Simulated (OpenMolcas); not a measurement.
An atom or ion with 23 electrons was computed by MS-CASPT2, IPEA 0.25 Eh, imaginary shift 0.1 Eh with spin-orbit coupling (OpenMolcas, ANO-RCC-VQZP, DKH2). The lowest levels that the run gave, each within 12 % of the measured value where one is at hand:

```tsv
J	Parity	E (eV)	g
5/2	even	0.0000	2.002
5/2	even	4.104	0.571
7/2	even	4.107	0.984
11/2	even	4.109	1.273
9/2	even	4.110	1.172
5/2	even	4.531	1.589
3/2	even	4.540	1.714
1/2	even	4.551	2.636
7/2	even	4.935	1.429
1/2	even	4.945	0.032
3/2	even	4.953	1.220
5/2	even	4.955	1.383
```

**Question.** Which ion is it, and what are the configurations and terms?

**Answer.** Fe3+ (Z = 26, charge +3; active space 5 electrons in 5 orbitals (3d)). J, parity and g give the terms where levels are pure, and mixed ones are named by the computed weights; the size of the splittings, set against known spectra of the 23-electron sequence, gives the charge. In order, with the measured energies in eV (Corliss and Sugar, J. Phys. Chem. Ref. Data 11, 135 (1982)): 3d5 6S 5/2, 3d5 4G 5/2, 3d5 4G 7/2, 3d5 4G 11/2 (3.9979), 3d5 4G 9/2, 3d5 4P 5/2 (4.3709), 3d5 4P 3/2 (4.3808), 3d5 4P 1/2 (4.3899), 3d5 4D 7/2 (4.8080), 3d5 4D 1/2 (4.8226), 3d5 4D 3/2, 3d5 4D 5/2.

CASPT2 does not keep the components of a term degenerate, so their means are used; among the terms shown or strongly mixed into the levels shown the widest spread is 310 cm-1 (3d5 4G). Blocks of more than 70 roots (2S+1 = 2 even) ran without multistate coupling. Computed and measured levels are paired by configuration, term and J; levels that our copy of the source lacks, or whose pairing is in doubt (as where it misses far off the trend of its configuration), stay unpaired and out of the deviations. Levels of configurations outside the active space are missing.
